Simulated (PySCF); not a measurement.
**Correlation energy of Nb⁺ (niobium, charge +1)**

[Kr] 4d3 5s1, 5s spin antiparallel (an excited configuration). All numbers are calculated (PySCF 2.14, the spin-free X2C one-electron Hamiltonian (Gaussian nucleus), in x2c-TZVPPall). Frozen: [Ar] 3d10; 12 electrons correlated.

MP2 pair energies summed by pair of shells (mhartree):

```tsv
pair	energy	share (%)
4p-4p	-93.75	33.5
4p-4d	-89.66	32.0
4s-4p	-29.74	10.6
4d-5s	-21.56	7.7
4d-4d	-15.05	5.4
4p-5s	-13.77	4.9
4s-4d	-10.34	3.7
4s-4s	-5.46	2.0
4s-5s	-0.82	0.3
```

Total MP2 correlation energy: -280.16 mhartree.

Same-spin part -83.17 and opposite-spin part -196.99 mhartree; SCS-MP2 scales them by 1/3 and 6/5 to -264.11 mhartree.

This basis was not built for core-valence correlation, so the inner-shell part is incomplete.
